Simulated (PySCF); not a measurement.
ClHg, neutral, multiplicity 2. Atoms are numbered in the order given.

```xyz
2

Hg     0.0000     0.0000    -0.4214
Cl     0.0000     0.0000     1.9829
```
Charge 0, spin multiplicity 2.

Geometry: PBE0-D3(BJ)/def2-TZVPD. The spin state was assumed, not searched. The def2 effective core potentials stand for the cores of Hg; spin–orbit coupling is left out.

Method: PySCF with PBE0/def2-TZVPD.

Mulliken values depend strongly on the basis, most of all with diffuse functions as here. ESP charges are fitted to the potential on shells at 1.4 to 2.0 van der Waals radii. Atomic charges (e):

```tsv
atom	Mulliken	ESP fit	Mulliken spin
Hg1	0.43	0.30	0.67
Cl2	-0.43	-0.30	0.33
```
